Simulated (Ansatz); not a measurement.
Stepwise reaction of `[F][GeH]([F])[GeH3]` with water, as a gas-phase model of exchange steps in deposition or etching. ΔE in kJ/mol.

Gas-phase electronic energies from Ansatz, PBE0-D4/def2-TZVP geometries. CCSD(T)/CBS adds triple-zeta CCSD(T) − MP2 to the extrapolated MP2 energy (def2 sets, frozen cores). This one scheme is used for every species. DFT in def2-TZVPP. B3LYP here is the variant with VWN-RPA as its local correlation; programs differ in this. For Ge outer-core shells are correlated without core-valence functions, which leaves a few kJ/mol of doubt a bond. Scalar relativity is left out up to krypton. Each species was taken in one conformer, which may not be the lowest.

```json
{"step": "2", "reaction": "`[OH][GeH]([F])[GeH3]` + H₂O → `[OH][GeH]([OH])[GeH3]` + H–F", "PBE-D4": "38.9", "B3LYP-D4": "41.0", "ωB97M-V": "40.6", "CCSD(T)/CBS": "35.3"}
```

Q: Give the row of step 1, `[F][GeH]([F])[GeH3]` + H₂O → `[OH][GeH]([F])[GeH3]` + H–F. (Estimate.)

A: Ansatz gave: 
```json
{"step": "1", "reaction": "`[F][GeH]([F])[GeH3]` + H₂O → `[OH][GeH]([F])[GeH3]` + H–F", "PBE-D4": "30.4", "B3LYP-D4": "31.9", "ωB97M-V": "31.1", "CCSD(T)/CBS": "26.1"}
```

Q: By hand: ΔE of the 2 steps together at CCSD(T)/CBS.

A: (26.1) + (35.3) = 61.4 kJ/mol, or 30.7 kJ/mol a step.

In ΔE each step is higher than the one before. All are uphill at CCSD(T)/CBS. PBE-D4 differs from CCSD(T)/CBS by 3.6 to 4.3 kJ/mol a step. Isolated molecules leave out the surface, adducts and barriers. Largest T1 diagnostic: 0.012.
